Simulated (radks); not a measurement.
Question: Species: neutral magnesium. Configuration: [Ne] 3s2. All-electron calculation, Dirac Kohn-Sham, PBE, spin-unpolarised, spherical densities, point nucleus. Program: a radial shooting solver on a logarithmic mesh with Libxc functionals. Some entries of the table are withheld. Estimate them.

orbital,occ.,eigenvalue (eV),<1/r> (bohr^-1)
1s1/2,2,(1),(2)
2s1/2,2,-79.8402,2.101
2p1/2,2,(3),(4)
2p3/2,4,(5),(6)
3s1/2,2,(7),0.4218

Answer: 
(1) 1s1/2 eigenvalue (eV): -1259.580
(2) 1s1/2 <1/r> (bohr^-1): 11.63
(3) 2p1/2 eigenvalue (eV): -46.8006
(4) 2p1/2 <1/r> (bohr^-1): 1.961
(5) 2p3/2 eigenvalue (eV): -46.5123
(6) 2p3/2 <1/r> (bohr^-1): 1.953
(7) 3s1/2 eigenvalue (eV): -4.7054
